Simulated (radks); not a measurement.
Isoelectronic series with 13 electrons, all held in the configuration [Ne] 3s2 3p1, which need not be the ground one along the series. All-electron calculation, Dirac Kohn-Sham, BLYP, spin-unpolarised, spherical densities, finite nucleus; open shells are shared between the two j in proportion to 2j + 1; Fermi nuclear charge, rms radius of each element as measured or else 0.836 A^(1/3) + 0.57 fm. Program: a radial shooting solver on a logarithmic mesh with Libxc functionals. Total energies (hartree) and mean radii <r> (bohr):

| ion | E (hartree) | 3p3/2 | 3p1/2 |
|---|---|---|---|
| Al | -242.83569 | 3.495 | 3.485 |
| Si+ | -289.72086 | 2.470 | 2.463 |
| P2+ | -341.02605 | 1.977 | 1.971 |
| S3+ | -396.74446 | 1.667 | 1.662 |
| Cl4+ | -456.87692 | 1.448 | 1.444 |
| Ar5+ | -521.42797 | 1.285 | 1.280 |
| K6+ | -590.40445 | 1.156 | 1.151 |
| Ca7+ | -663.81476 | 1.052 | 1.048 |
| Sc8+ | -741.66863 | 0.9661 | 0.9615 |
| Ti9+ | -823.97687 | 0.8935 | 0.8890 |
| V10+ | -910.75131 | 0.8315 | 0.8269 |
| Cr11+ | -1002.00453 | 0.7777 | 0.7730 |
| Mn12+ | -1097.75009 | 0.7306 | 0.7259 |
| Fe13+ | -1198.00243 | 0.6890 | 0.6842 |
| Co14+ | -1302.77669 | 0.6519 | 0.6471 |
| Ni15+ | -1412.08909 | 0.6187 | 0.6138 |
| Cu16+ | -1525.95594 | 0.5888 | 0.5837 |
| Zn17+ | -1644.39547 | 0.5616 | 0.5565 |
